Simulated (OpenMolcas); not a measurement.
Os³⁺: effect of the active space

```yaml
Program: OpenMolcas 26.06
Method: SS-CASPT2 or its RAS form, IPEA 0.25 Eh, imaginary shift 0.1 Eh
Basis: ANO-RCC-VTZP
Scalar_Hamiltonian: DKH2, point nucleus
Spin-orbit_coupling: RASSI with atomic mean-field integrals over the reference wave functions, term energies averaged over their components
```

A. 5 electrons in 5 orbitals (5d); 2S+1 = 6 even, 1 root; 2S+1 = 4 even, 24 roots; 2S+1 = 2 even, 75 roots; closed shells correlated: 5s 5p; CASPT2 step about 30 core-seconds
B. 11 electrons in 8 orbitals (RAS1 5p, at most 2 holes; RAS2 5d); 2S+1 = 6 even, 1 root; 2S+1 = 4 even, 24 roots; 2S+1 = 2 even, 75 roots; closed shells correlated: 5s; CASPT2 step about 70 core-seconds
C. 5 electrons in 9 orbitals (RAS2 5d 6s; RAS3 6p, at most 2 electrons); 2S+1 = 6 even, 6 roots; 2S+1 = 4 even, 84 roots kept (CI in the orbitals of an earlier block, 81 in the spin-orbit step); 2S+1 = 2 even, 86 roots kept (CI in the orbitals of an earlier block); 2S+1 = 6 odd, 15 roots; 2S+1 = 4 odd, 90 roots kept (CI in the orbitals of an earlier block, 31 in the spin-orbit step); 2S+1 = 2 odd, 81 roots kept (CI in the orbitals of an earlier block, 0 in the spin-orbit step); closed shells correlated: 5s 5p; CASPT2 step about 4 core-minutes
D. 5 electrons in 10 orbitals (5d 6d); 2S+1 = 6 even, 1 root; 2S+1 = 4 even, 24 roots; 2S+1 = 2 even, 70 roots; closed shells correlated: 5s 5p; CASPT2 step of the order of 30 core-minutes

Energies in cm-1 above 5d5 6S 5/2.

| Level | A | B | C | D |
| --- | --- | --- | --- | --- |
| 5d5 6S 5/2 | 0.0 | 0.0 | 0.0 | 0.0 |
| 5d5 4G 7/2 [66 %] | 21660 | 21770 | 21440 | 21590 |
| 5d5 4G 11/2 | 22730 | 22780 | 22670 | 22790 |
| 5d5 4G 9/2 | 23420 | 23530 | 23400 | 23420 |
| 5d5 4P 1/2 [60 %] | 24960 | 25180 | 24120 | 24790 |
| 5d5 4D 7/2 [69 %] | 27470 | 27800 | 27350 | 27530 |
| 5d5 4D 1/2 [65 %] | 31010 | 31350 | 30500 | 30870 |
| 5d5 2I 11/2 [74 %] | 33060 | 33030 | 33210 | 32980 |
| 5d5 2I 13/2 | 35990 | 35970 | 36350 | 36020 |
| 5d5 2F 7/2(1) [55 %] | 45250 | 45560 | 44790 | 45110 |
| 5d5 2S 1/2 | 48680 | 49090 | 47150 | 48150 |
| 5d5 2H 11/2 [72 %] | 48790 | 48900 | 49180 | 48830 |
| 5d5 2D 3/2(2) | 54760 | 55040 | 54060 | 55600 |
| 5d5 2D 5/2(2) [64 %] | 58450 | 58910 | 57120 | 59270 |
| 5d5 2G 9/2(2) | 61260 | 61440 | 59870 | 61190 |
| 5d5 2G 7/2(2) | 62900 | 63060 | 61610 | 62650 |

The spin-orbit steps hold different terms of 5d5 (D lacks a 2D), which shifts levels as well.

Among A to D the level of the table that moves most is 5d5 2D 5/2(2) [64 %], by 2100 cm-1 (lowest in C, highest in D). Moves below CASPT2's spread within the term are not significant.

CASPT2 does not keep the components of a term degenerate, so their means are used; among the terms shown or strongly mixed into the levels shown the widest spread is 410 cm-1 (5d5 2F(2), B). Active for correlation alone: 5p; no level in the range computed is led by a configuration that opens it, so any true level of that kind is missing (holds for B). Some high roots are left out of the spin-orbit mixing, which shifts the levels that they would mix with (holds for C). Terms from blocks run as CI alone lack orbitals of their own (holds for C). Active for correlation alone: 6d; no level in the range computed is led by a configuration that fills it, so any true level of that kind is missing (holds for D). Only configurations of the active space appear. Levels that lie high or do not pair safely by name in every column are left out.

A share in square brackets marks a mixed level and gives the weight of the term that names it, the lowest over the columns. A number in round brackets counts repeated terms of one configuration in the order of the reference energies.
